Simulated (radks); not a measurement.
Fractional charge and spin in the 5d shell of platinum: the spin-up occupation runs from 4 to 5 and the spin-down occupation from 2 to 3; the fullest corner is Pt2+, [Xe] 4f14 5d(up 5, down 3). Calculated with a radial shooting solver on a logarithmic mesh with Libxc functionals: scalar-relativistic Kohn-Sham, PBE, spin-polarised, spherical densities, finite nucleus; Fermi nuclear charge, rms radius of each element as measured or else 0.836 A^(1/3) + 0.57 fm. Energy (eV) minus the two flat planes that join the four corners (they meet along the diagonal where the two added fractions sum to one electron); zero is where a piecewise linear energy would lie.

| down \ up | 4 | 4.25 | 4.5 | 4.75 | 5 |
|---|---|---|---|---|---|
| 2 | 0.000 | -1.294 | -1.716 | -1.280 | 0.000 |
| 2.25 | -1.270 | -1.651 | -1.176 | 0.141 | -1.167 |
| 2.5 | -1.684 | -1.168 | 0.187 | -1.084 | -1.545 |
| 2.75 | -1.256 | 0.140 | -1.092 | -1.517 | -1.151 |
| 3 | 0.000 | -1.192 | -1.578 | -1.175 | 0.000 |

Corners above the fullest one (they belong to Pt3+ and the next ion): (up 5, down 2) 31.223 eV, (up 4, down 3) 32.711 eV, (up 4, down 2) 77.742 eV. With half an added electron in each spin the energy lies 0.187 eV from the planes, and with half an added electron in spin up alone -1.716 eV. The planes are only a guide here: the flat-plane condition holds for ground states with one frontier orbital, while this shell is degenerate and averaged over m.
